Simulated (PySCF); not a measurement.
From results back to the method.

Species: CH5ClF2Si2.
Bonds: F1–C2, C2–F3, C2–Si4, C2–Si5, Si5–Cl6. Hydrogens: H7, H8, H9 on Si4; H10, H11 on Si5.

The closed-shell ground state was solved 5 times with PySCF (density fitting, gas phase), always with PBE0, in these basis sets: 6-311+G(2d,p), STO-3G, cc-pVTZ, def2-SVP and pcSseg-1. Isolated species at its PBE0-D3(BJ)/def2-SVP geometry (one conformer only).

| row | total energy (Eh) | HOMO (eV) | LUMO (eV) | dipole (D) |
| --- | --- | --- | --- | --- |
| P | -1279.5063 | -8.09 | -0.38 | 1.13 |
| Q | -1279.4815 | -8.22 | -0.65 | 1.27 |
| R | -1278.8573 | -8.06 | -0.14 | 1.15 |
| S | -1264.3579 | -4.22 | 4.29 | 2.03 |
| T | -1279.3113 | -8.23 | -0.43 | 1.28 |

Q: Which basis belongs to which row?

A: P = cc-pVTZ, Q = 6-311+G(2d,p), R = def2-SVP, S = STO-3G, T = pcSseg-1. From the lowest total energy up: cc-pVTZ (262 functions) 0 eV; 6-311+G(2d,p) (216 functions) +0.68 eV; pcSseg-1 (148 functions) +5.31 eV; def2-SVP (121 functions) +17.66 eV; STO-3G (47 functions) +412.21 eV.

Shape of the structure used: `[F:1][C:2]([F:3])([SiH3:4])[SiH2:5][Cl:6]`: F1–C2–Si5–Cl6 -174°.
